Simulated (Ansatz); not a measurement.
One change: `F[SiH2]O[SiH3]` becomes `F[SiH2]S[SiH3]`.

Ansatz, PBE0-D4/def2-TZVP geometries, multiplicity 1. Each molecule was computed in one conformer, which needn't be the lowest.

| property | `F[SiH2]O[SiH3]` |
| --- | --- |
| HOMO energy (PBE0/def2-TZVPP) / eV | -9.01 |
| HOMO energy (ωB97M-V/def2-TZVPP) / eV | -11.29 |
| HOMO–LUMO gap (ωB97M-V/def2-TZVPP) / eV | 12.94 |
| size of the dipole moment (ωB97M-V/def2-TZVPP) / D | 1.18 |
| HOMO energy (PBE/def2-TZVPP) / eV | -7.57 |
| ideal-gas entropy at 298 K and 1 bar (rigid rotor, harmonic PBE0-D4/def2-TZVP) / J/(mol·K) | 350 |

What does the change do to each property? (An estimate is asked.)

Computed: 
| property | `F[SiH2]S[SiH3]` | shift |
| --- | --- | --- |
| HOMO energy (PBE0/def2-TZVPP) / eV | -7.91 | 1.10 |
| HOMO energy (ωB97M-V/def2-TZVPP) / eV | -10.07 | 1.22 |
| HOMO–LUMO gap (ωB97M-V/def2-TZVPP) / eV | 11.64 | -1.30 |
| size of the dipole moment (ωB97M-V/def2-TZVPP) / D | 1.08 | -0.10 |
| HOMO energy (PBE/def2-TZVPP) / eV | -6.71 | 0.86 |
| ideal-gas entropy at 298 K and 1 bar (rigid rotor, harmonic PBE0-D4/def2-TZVP) / J/(mol·K) | 355 | 5 |

With PBE0 the HOMO rises by 1.10 eV and the LUMO falls by 0.15 eV, so the gap narrows by about 1.25 eV. PBE moves the HOMO by 0.86 eV and ωB97M-V by 1.22 eV. Dipoles are sizes alone; their direction can turn. Modes under 60 cm⁻¹, often nearly free rotors, make the harmonic entropy too high.
